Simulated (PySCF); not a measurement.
# La⁵⁵⁺ (lanthanum, charge +55): Hartree-Fock from Schrödinger to Dirac-Coulomb-Breit

Occupied: 1s1/2. Hartree-Fock calculated with PySCF 2.14 in an even-tempered Gaussian basis (19 s from 12 bohr⁻², ratio 2.3; 15 p from 14 bohr⁻², ratio 2.3), Gaussian nucleus throughout. NR is non-relativistic, sf-X2C the spin-free one-electron X2C Hamiltonian, X2C adds the bare one-electron spin-orbit term, X2C-SNSO screens it by Boettger's factors, DC is four-component Dirac-Coulomb, and the Gaunt and Breit terms are added at first order (total energies over the DC spinors, levels after relaxing the spinors in that mean field). QED terms are absent. Levels marked empty are virtual spinors of this ion.

```
Hamiltonian  E (hartree)  E − E(DC) (hartree)  CPU seconds
         NR   -3213.3669             151.4379         0.57
     sf-X2C   -3363.5441               1.2607         0.34
        X2C   -3363.5441               1.2607         0.34
   X2C-SNSO   -3363.5441               1.2607         0.34
         DC   -3364.8048               0.0000          6.4
   DC+Gaunt   -3362.2431               2.5617           11
   DC+Breit   -3362.2431               2.5617          100
```

| level (eV) | NR | sf-X2C | X2C | X2C-SNSO | DC | DC+Gaunt | DC+Breit |
| --- | --- | --- | --- | --- | --- | --- | --- |
| 1s1/2 | -43238.4 | -45230.7 | -45230.7 | -45230.7 | -45264.6 | -45195.6 | -45195.6 |
| 2s1/2 (empty) | -10440.6 | -11043.9 | -11043.9 | -11043.9 | -11047.5 | -11039.8 | -11040.7 |
| 2p1/2 (empty) | -10334.2 | -10582.4 | -10925.8 | -10919.2 | -10917.1 | -10901.1 | -10903.4 |
| 2p3/2 (empty) | -10334.2 | -10582.4 | -10433.2 | -10435.7 | -10438.3 | -10430.2 | -10432.6 |
| 3s1/2 (empty) | -4614.5 | -4825.0 | -4825.0 | -4825.0 | -4826.0 | -4823.8 | -4824.1 |

| interval (eV) | X2C | X2C-SNSO | DC | DC+Gaunt | DC+Breit |
| --- | --- | --- | --- | --- | --- |
| 2p3/2 − 2p1/2 | 492.6 | 483.5 | 478.7 | 470.8 | 470.8 |

Weight of the small component: 1s1/2 0.0448, 2s1/2 0.0108, 2p1/2 0.0108, 2p3/2 0.0103, 3s1/2 0.00474.

Koopmans' value for the highest occupied level at DC+Breit: 45195.6 eV, against an ionisation energy of 45145.0 eV (theoretical estimate listed by NIST; NIST Atomic Spectra Database, ionization energies); the former lacks relaxation, correlation, QED and recoil.

The whole ladder took 120 s of wall time on 1 thread of Neoverse-N1 (shared host), launched as `OMP_NUM_THREADS=1 python relrun2.py TASK.json OUT` (a driver that calls PySCF for each Hamiltonian).
